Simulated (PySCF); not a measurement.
Bonds broken one at a time in the series B Br-SiH3. Isolated molecules, 0 K electronic values unless said otherwise. Strings in code marks are SMILES.

These are PBE0-D3(BJ)/def2-TZVP in PySCF 2.14.0 values and carry that method's errors. 

```tsv
species	highest occupied spin orbital (eV)	dipole moment (D)
whole molecule (`[SiH3]B(Br)Br`)	–	0.31
whole molecule (`[SiH3]B(Br)[SiH3]`)	–	0.14
radical fragment (`[SiH3][B][SiH3]`)	…	0.21
whole molecule (`[SiH3]B([SiH3])[SiH3]`)	–	0.10
```

What belongs in the gaps?


- radical fragment (`[SiH3][B][SiH3]`), highest occupied spin orbital (eV): -5.69
